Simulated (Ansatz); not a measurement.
System: HBOF, charge 0, doublet. HBOF (SMILES [O]BF, doublet).
B3LYP-D3(BJ)/def2-TZVP minimum from Ansatz (an electronic-structure program):
```
B
F 1 1.3239
O 1 1.3256 2 125.62
H 1 1.2067 2 122.30 3 -180.00
```
Charge 0, spin multiplicity 2.

Atomisation energy term by term, kcal/mol (programs: Ansatz). Open shells are spin-unrestricted; no spin-orbit coupling. Correlated methods leave the cores frozen. Rows without X2C or -DK are non-relativistic. CBS(X,Y): correlation extrapolated as X^-3, Hartree-Fock from the larger set (Q,5: extrapolated as (X+1)exp(-9√X)). A bracket is a step between two methods taken in the basis named. 'core' is core correlation in cc-pwCVTZ, 'X2C' scalar relativity in cc-pVTZ-DK, both at CCSD(T). Where a partner has so few electrons that a lower coupled-cluster level is exact, that level stands in.

```csv
term,basis,kcal/mol
Hartree-Fock,"CBS(cc-pVQZ,cc-pV5Z)",286.23
CCSD correlation,"CBS(cc-pVQZ,cc-pV5Z)",81.08
(T),"CBS(cc-pVQZ,cc-pV5Z)",6.55
CCSDT(Q) - CCSD(T),cc-pVTZ,0.34
core correlation,cc-pwCVTZ,1.67
scalar relativity,"X2C, cc-pVTZ-DK",-0.40
sum: De,,375.5
```

The step beyond CCSD(T) by other levels: CCSDT(Q) in cc-pVDZ 0.64 kcal/mol.
